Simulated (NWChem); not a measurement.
# CH5ClOSi2; SMILES Cl[Si@H]1CO[SiH2]1

```xyz
10

Cl     0.2296     2.2808    -0.3267
Si    -0.0969     0.4561     0.6359
C     -1.4896    -0.6717    -0.1061
O     -0.7542    -1.9140    -0.2339
Si     0.9139    -1.5404    -0.0593
H     -0.2399     0.7444     2.1062
H     -2.3772    -0.8241     0.5465
H     -1.8510    -0.3083    -1.0948
H      1.6755    -1.5357    -1.3597
H      1.5890    -2.4989     0.8836
```
Atoms are numbered in this order, from 1.

Level: PBE-D3(BJ)/def2-SVP (NWChem), optimised geometry, unscaled harmonic frequencies. 

Task: List the harmonic frequencies with IR intensities, and the thermochemistry.

Result: 
```json
[
 {"frequency (cm⁻¹)": "55", "IR intensity (km/mol)": "5.5"},
 {"frequency (cm⁻¹)": "130", "IR intensity (km/mol)": "1.5"},
 {"frequency (cm⁻¹)": "181", "IR intensity (km/mol)": "1.9"},
 {"frequency (cm⁻¹)": "344", "IR intensity (km/mol)": "7.3"},
 {"frequency (cm⁻¹)": "411", "IR intensity (km/mol)": "13.0"},
 {"frequency (cm⁻¹)": "456", "IR intensity (km/mol)": "5.3"},
 {"frequency (cm⁻¹)": "541", "IR intensity (km/mol)": "59.5"},
 {"frequency (cm⁻¹)": "598", "IR intensity (km/mol)": "45.4"},
 {"frequency (cm⁻¹)": "637", "IR intensity (km/mol)": "18.2"},
 {"frequency (cm⁻¹)": "676", "IR intensity (km/mol)": "18.4"},
 {"frequency (cm⁻¹)": "708", "IR intensity (km/mol)": "106.4"},
 {"frequency (cm⁻¹)": "742", "IR intensity (km/mol)": "34.5"},
 {"frequency (cm⁻¹)": "790", "IR intensity (km/mol)": "28.5"},
 {"frequency (cm⁻¹)": "819", "IR intensity (km/mol)": "132.2"},
 {"frequency (cm⁻¹)": "935", "IR intensity (km/mol)": "158.4"},
 {"frequency (cm⁻¹)": "993", "IR intensity (km/mol)": "78.6"},
 {"frequency (cm⁻¹)": "1154", "IR intensity (km/mol)": "1.3"},
 {"frequency (cm⁻¹)": "1199", "IR intensity (km/mol)": "2.3"},
 {"frequency (cm⁻¹)": "1407", "IR intensity (km/mol)": "1.1"},
 {"frequency (cm⁻¹)": "2144", "IR intensity (km/mol)": "134.3"},
 {"frequency (cm⁻¹)": "2150", "IR intensity (km/mol)": "65.8"},
 {"frequency (cm⁻¹)": "2163", "IR intensity (km/mol)": "141.8"},
 {"frequency (cm⁻¹)": "2954", "IR intensity (km/mol)": "32.2"},
 {"frequency (cm⁻¹)": "3015", "IR intensity (km/mol)": "12.7"}
]
```

```json
{
 "zero_point_energy": "36.0 kcal/mol",
 "thermal correction to the enthalpy at 298.15 K (with zero-point energy)": "41.0 kcal/mol",
 "heat capacity Cv": "24.4 cal/(mol K)",
 "entropy at 298.15 K and 1 atm (symmetry number 1)": "84.1 cal/(mol K)",
 "dipole_moment": "0.65 D"
}
```

Rigid rotor and harmonic oscillator; modes under 100 cm⁻¹ make the entropy uncertain.
